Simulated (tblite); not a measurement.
Compound: C9H13F.
SMILES with atom numbers: `[CH3:1]/[C:2]1=[CH:3]/[C@@H:4]([F:5])[CH2:6]/[CH:7]=[CH:8]\[CH2:9][CH2:10]1` (hydrogens: H11, H12, H13 on C1; H14 on C3; H15 on C4; H16, H17 on C6; H18 on C7; H19 on C8; H20, H21 on C9; H22, H23 on C10)

Structure optimised with GFN2-xTB, isolated species.

Problem. What internal coordinates does the optimisation give?

Solution. 
| bond | length (bohr) |
| --- | --- |
| C1–C2 | 2.832 |
| C2=C3 | 2.507 |
| C3–C4 | 2.830 |
| C4–F5 | 2.620 |
| C4–C6 | 2.916 |
| C6–C7 | 2.833 |
| C7=C8 | 2.503 |
| C8–C9 | 2.834 |
| C9–C10 | 2.926 |
| C2–C10 | 2.844 |
| C1–H11, C1–H12, C1–H13 | 2.058 |
| C3–H14 | 2.042 |
| C4–H15 | 2.077 |
| C6–H16 | 2.061 |
| C6–H17 | 2.065 |
| C7–H18 | 2.043 |
| C8–H19 | 2.044 |
| C9–H20 | 2.061 |
| C9–H21 | 2.065 |
| C10–H22 | 2.065 |
| C10–H23 | 2.061 |

Bonds in one row agree within 0.02 bohr and their mean is given. A selection of angles:
| angle | degrees |
| --- | --- |
| C1–C2–C3 | 121.5 |
| C1–C2–C10 | 115.4 |
| C3–C2–C10 | 123.0 |
| C2–C3–C4 | 125.7 |
| C3–C4–F5 | 108.2 |
| C3–C4–C6 | 112.8 |
| F5–C4–C6 | 108.5 |
| C4–C6–C7 | 112.1 |
| C6–C7–C8 | 125.2 |
| C7–C8–C9 | 125.4 |
| C8–C9–C10 | 112.0 |
| C2–C10–C9 | 111.8 |

Torsions: C1–C2–C3–C4 178° (antiperiplanar); C2–C3–C4–F5 165° (antiperiplanar); C3–C4–C6–C7 103° (anticlinal); C4–C6–C7–C8 -72° (synclinal); C6–C7–C8–C9 1° (synperiplanar); C7–C8–C9–C10 73° (synclinal); C8–C9–C10–C2 -105° (anticlinal); C1–C2–C10–C9 -103° (anticlinal).

The 8-membered ring C2–C3–C4–C6–C7–C8–C9–C10 has internal angles of 111.8° to 125.7°; it is puckered, 0.33 Å rms from its mean plane, widest ring torsion 105°. Of the pairs four or more bonds apart, H15···H22 is among the closest relative to their van der Waals radii: 2.34 Å, 97 % of the sum of Bondi's values. The C–C distances run from 1.324 Å (C7=C8, drawn double) to 1.548 Å (C9–C10, drawn single), a spread of 0.224 Å.

Point group: C1 (no symmetry element, even within 0.4 Å). Its GFN2-xTB frequencies are all real (lowest 95 cm⁻¹). The numbers are those of one conformer. 3 starts were optimised and ended at 0.00, 0.41 and 2.72 kcal/mol (GFN2-xTB); the lowest of these is shown.

The run took 0.5 s wall on one thread of an Intel Xeon 6975P-C, no GPU, shared host. These figures are those of the optimisation.

The numbers are calculated, not measured.
